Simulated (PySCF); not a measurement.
Structure with atom numbers: `[CH2:1]=[C:2]([F:3])[Si:4]1([CH:5]([F:6])[F:7])[SiH2:8][O:9][SiH2:10]1`; H(Xn) means a hydrogen on atom n. Ha(C1) is cis to F3; Hb(C1) is trans to F3.

All values are calculated (PySCF): geometry from GFN2-xTB, σ from GIAO-PBE0/pcSseg-1. Relativity neglected, a single conformation, equivalent nuclei averaged, gas phase.

Task: List the cross peaks expected in HSQC, COSY and HMBC spectra.

Result: 

HSQC (one-bond C–H):
```tsv
δH	δC
7.13 (H(C5))	127.3 (C5)
5.91 (Ha(C1))	118.2 (C1)
5.65 (Hb(C1))	118.2 (C1)
```

COSY cross peaks (H two or three bonds apart, from the bond graph; peaks can be absent where the dihedral angle is near 90°):
```tsv
δH	δH
5.98 (Hb(Si8)/Ha(Si10))	5.95 (Ha(Si8)/Hb(Si10))
5.91 (Ha(C1))	5.65 (Hb(C1))
```

HMBC (two and three bonds, from the bond graph):
```tsv
δH	δC
7.13 (H(C5))	174.4 (C2)
5.98 (Hb(Si8)/Ha(Si10))	174.4 (C2), 127.3 (C5)
5.95 (Ha(Si8)/Hb(Si10))	174.4 (C2), 127.3 (C5)
5.91 (Ha(C1))	174.4 (C2)
5.65 (Hb(C1))	174.4 (C2)
```

References, each an isolated molecule treated in the same way: TMS for $^{1}$H (σref 31.72), $^{13}$C (σref 186.93).

Shifts are as computed. Against solution values, carbons near 30 ppm lie about +3 ppm off and those near 130 ppm about +5 ppm. Of 1211 compounds with measured shifts, 218 miss one by over three times the rms of a fit or turn the order of signals round; such compounds aren't used in these exercises.
